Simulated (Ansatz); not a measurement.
Reaction (cleavage of the Si–Si bond): `O[SiH](F)[SiH2]Cl` + `C[SiH](N)Cl` → `C[SiH](Cl)N[SiH2]Cl` + `O[SiH2]F`

Gas-phase electronic energies from Ansatz, PBE0-D4/def2-TZVP geometries. CCSD(T)/CBS adds triple-zeta CCSD(T) − MP2 to the extrapolated MP2 energy (def2 sets, frozen cores). Functionals use def2-TZVPP. B3LYP here is the variant with VWN-RPA as its local correlation; programs differ in this. One conformer a species, not always the lowest.

| level | ΔE (eV) |
| --- | --- |
| B3LYP-D4 | -0.82 |
| ωB97M-V | -0.88 |
| r2SCAN | -0.77 |
| MP2/def2-TZVPP | -0.99 |
| SCS-MP2/def2-TZVPP | -0.99 |
| CCSD(T)/def2-TZVPP | -0.90 |
| HF/CBS(def2) | -1.00 |
| CCSD/CBS(def2) | -0.89 |

Problem. What does CCSD(T)/CBS give? (Best estimate.)

Solution. Computed: -0.88 eV. The listed levels differ from it by 0.06, 0.00, 0.11, -0.11, -0.11, -0.02, -0.12, -0.01 eV.

Largest T1 diagnostic among the species: 0.012.

The D4 term adds −0.06 eV with B3LYP and −0.04 eV with PBE0; it sums over pairs of atoms, weighted by their polarisabilities, and B3LYP, whose exchange is more repulsive, gets the larger term. From PBE to PBE0 (25 % exact exchange), in def2-TZVPP and without D4, ΔE moves by −0.09 eV.
